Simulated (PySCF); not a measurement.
SMILES [SiH3]OCCO[SiH3] (GFN2-xTB optimised geometry):

```
16

Si     2.761    -1.862     0.003
O      1.236    -1.312     0.001
C      0.777     0.001     0.000
C     -0.751     0.001     0.000
O     -1.210     1.314     0.000
Si    -2.735     1.862     0.032
H      3.495    -1.403    -1.180
H      2.479    -3.287     0.002
H      3.492    -1.404     1.188
H      1.138     0.535    -0.887
H      1.138     0.536     0.887
H     -1.112    -0.533    -0.887
H     -1.111    -0.535     0.886
H     -3.495     1.395    -1.132
H     -3.439     1.409     1.236
H     -2.455     3.287     0.017
```

Computed with PySCF 2.14.0 with CAM-B3LYP/def2-TZVP.

### Question
What are the frontier orbital energies and the dipole moment?

### Answer
HOMO-2 -10.00 eV, HOMO-1 -9.68 eV, HOMO -9.64 eV, LUMO 1.03 eV, LUMO+1 1.19 eV; dipole moment 0.01 D.

On the same geometry PBE/def2-TZVP (PySCF) gives HOMO-2 -7.08 eV, HOMO-1 -6.72 eV, HOMO -6.71 eV, LUMO -0.83 eV, LUMO+1 -0.59 eV; dipole moment 0.01 D.

Meta-Löwdin charges at CAM-B3LYP/def2-TZVP: Si1 0.79, O2 -0.63, C3 0.02, C4 0.02, O5 -0.63, Si6 0.79, H7 -0.13, H8 -0.11, H9 -0.13, H10 0.10, H11 0.10, H12 0.10, H13 0.10, H14 -0.13, H15 -0.13, H16 -0.11.
